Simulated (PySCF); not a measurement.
Computed with PBE-D3(BJ)/def2-TZVP // BP86-D3(BJ)/def2-SVP run with PySCF 2.14.0. All species are isolated molecules in the gas phase. One relaxed conformer stands for a flexible species; it need not be the lowest. 

Reference species: [Zn(CH3)2] (neutral, multiplicity 1).

| Quantity | Value |
|---|---|
| LUMO | -0.54 eV |
| charge on the central atom (Mulliken) | 0.31 e |

Changed species: [Zn(H)2] (2 of 2 CH3 replaced by H; the reference has 0 of 2 CH3 replaced by H).

Question: What does the change do to the LUMO and charge on the central atom (Mulliken)?

Answer: the LUMO falls by 0.86 eV, to -1.40 eV; the charge on the central atom (Mulliken) drops by 0.25 e, to 0.06 e.
